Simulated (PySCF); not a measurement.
Al2(mu-Cl)2(F)4, Al2Cl2F4, singlet (CAM-B3LYP/def2-SVP optimised geometry):

```
8

Al    -0.378    -0.618     0.000
Al    -1.883     1.170    -2.106
Cl    -1.131     1.514     0.000
F     -1.266    -1.514     1.053
F      1.266    -0.618     0.000
Cl    -1.131    -0.963    -2.105
F     -3.527     1.171    -2.107
F     -0.993     2.065    -3.158
```

Level of theory: PySCF 2.14.0 with CAM-B3LYP/def2-TZVP.

What are the frontier orbital energies and the dipole moment?

HOMO-2 -12.84 eV, HOMO-1 -12.65 eV, HOMO -12.41 eV, LUMO -0.23 eV, LUMO+1 0.79 eV; dipole moment 0.00 D.

On the same geometry PySCF with PBE/def2-TZVP gives HOMO-2 -9.78 eV, HOMO-1 -9.41 eV, HOMO -9.36 eV, LUMO -2.01 eV, LUMO+1 -1.29 eV; dipole moment 0.00 D.

Meta-Löwdin charges at CAM-B3LYP/def2-TZVP: Al1 1.25, Al2 1.25, Cl3 -0.19, F4 -0.53, F5 -0.53, Cl6 -0.19, F7 -0.53, F8 -0.53.
